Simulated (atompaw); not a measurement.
**Before and after: PAW (atompaw) potential for titanium (Ti)**

```json
{"Element": "Ti", "Generator": "atompaw 4.2.0.5", "Type": "PAW", "Functional": "LDA (PW92)", "Relativity": "non-relativistic", "Frozen core": "[Ne]", "Valence charge": "12", "Reference configuration": "3s2 3p6 3d2 4s0 4p0 (charge +2)", "Partial waves": "3s (bound): rc 1.70 bohr; 4s (bound, empty): rc 2.65 bohr; 3p (bound): rc 1.45 bohr; 4p (bound, empty): rc 2.65 bohr; 3d (bound): rc 2.65 bohr; 3d channel at -0.7 Ry: rc 2.65 bohr", "Local potential": "bessel scheme, radius 2.25 bohr", "Core correction": "smooth core density matched at 1.55 bohr", "Augmentation charge": "sinc compensation charge, radius 2.30 bohr; PAW radius 2.65 bohr; waves and projectors: custom rrkj gramschmidtortho"}
```

All-electron outer shells of the reference configuration (LDA (PW92), non-relativistic, ld1.x):

| shell | level (eV) | outermost node (bohr) | outermost maximum (bohr) |
| --- | --- | --- | --- |
| 2p | -459.08 | – | 0.22 |
| 3s | -77.39 | 0.40 | 0.88 |
| 3p | -54.64 | 0.37 | 0.90 |
| 3d | -20.05 | – | 0.96 |
| 4s | -16.80 | 1.24 | 2.58 |
| 4p | -12.31 | 1.35 | 2.99 |

Change: wave 3p (bound): rc 1.45 bohr becomes 3p (bound): rc 2.44 bohr.

Cutoffs: the cutoffs (Ry, on a coarse ladder) from which the occupation-weighted sum of valence levels, in a spherical-Bessel basis at the reference potential, stays within 10 and 1 mRy of its value at 400 Ry; they do not see the model core or the augmentation charge, which bear on the density cutoff.

**Question.** What does the change do?

**Answer.** The potential gets softer (35 Ry and 70 Ry → 18 Ry and 30 Ry); neither file shows a bound ghost.

| quantity | base | changed |
| --- | --- | --- |
| cutoff, loose | 35 Ry | 18 Ry |
| cutoff, tight | 70 Ry | 30 Ry |
| loose cutoff by channel (10 mRy a level) | s 18 Ry, p 30 Ry, d 10 Ry | s 18 Ry, p 12 Ry, d 10 Ry |
| bound ghosts | none | none |
| s: phases at 2.65 bohr within 0.05 rad from the reference energy up to (Ry; the scan ends near 5) | 2.2 | 2.2 |
| p: phases at 2.65 bohr within 0.05 rad from the reference energy up to (Ry; the scan ends near 5) | 3.1 | 2.4 |
| d: phases at 2.65 bohr within 0.05 rad from the reference energy up to (Ry; the scan ends near 5) | 4.2 | 4.2 |
| lowest overlap eigenvalue by channel | s 0.43, p 0.54, d 0.14 | s 0.43, p 0.74, d 0.14 |

 The cutoffs see the waves, projectors and local potential, not the compensation charge or the core.
